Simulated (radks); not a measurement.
Question: The mean radii <r> (bohr) of the occupied orbitals of an atom or ion are listed with their occupations. Method: scalar-relativistic Kohn-Sham, PW91, spin-polarised, spherical densities, finite nucleus; Fermi nuclear charge, rms radius of each element as measured or else 0.836 A^(1/3) + 0.57 fm; computed with a radial shooting solver on a logarithmic mesh with Libxc functionals.

orbital  occ.      <r>
1s down     1  0.03517
1s up       1  0.03517
2s up       1   0.1537
2s down     1   0.1537
2p up       3   0.1339
2p down     3   0.1339
3s up       1   0.4289
3s down     1   0.4289
3p up       3   0.4306
3p down     3   0.4306
3d up       5   0.4153
3d down     5   0.4152
4s up       1    1.107
4s down     1    1.099
4p up       3    1.231
4p down     3    1.222
4d up       4    1.713

Name the element and its charge. Open shells, if any, are filled with parallel spins first.

Answer: Z = 42, molybdenum, charge +2: Mo2+ in [Kr] 4d4. The 1s radius gives Z: for a bare nucleus <r> = (2 gamma + 1)/(2Z) with gamma = sqrt(1 - (Z/c)^2), 0.03457 bohr for Z = 42, and screening makes it slightly larger (0.03517 here). The occupations add up to 40, and the charge is Z minus that.
